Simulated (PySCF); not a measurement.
**Ga¹³⁺: ionisation energy**

Ga¹³⁺ [Ar] (1S) → Ga¹⁴⁺ [Ne] 3s2 3p5 (2P), as a difference of total energies. Calculation: PySCF 2.14, in an uncontracted even-tempered set (19 s from 0.93 bohr⁻², ratio 2.5; 12 p from 1.2 bohr⁻², ratio 2.5; 5 d from 7.8 bohr⁻², ratio 2.7; 4 f from 12 bohr⁻², ratio 2.7); scalar relativity by spin-free X2C-1e. Correlated levels: outer shells: 1s2 frozen; virtual orbitals above 40 to 60 times the deepest correlated orbital energy dropped. The calculations carry no spin-orbit coupling.

| method | ionisation energy (eV) |
| --- | --- |
| UHF | 471.71 |
| PBE | 472.98 |
| PBE0 | 473.13 |
| r2SCAN | 473.45 |
| PBEsol | 472.88 |
| MP2 (outer shells) | 472.63 |
| SCS-MP2 (outer shells) | 472.49 |

Estimate what LDA gives.

473.20 eV, closest to PBE0 among the rows shown.

Estimate what PW91 gives.

473.21 eV, closest to PBE0 among the rows shown.

A first-order spin-orbit estimate (lowest level to lowest level, LS coupling) adds -1.626 eV.

Breit and QED terms and the two-electron picture change are absent.

For comparison: 471.2 ± 1.4 eV (semi-empirical (NIST evaluation); NIST Atomic Spectra Database, ionization energies).
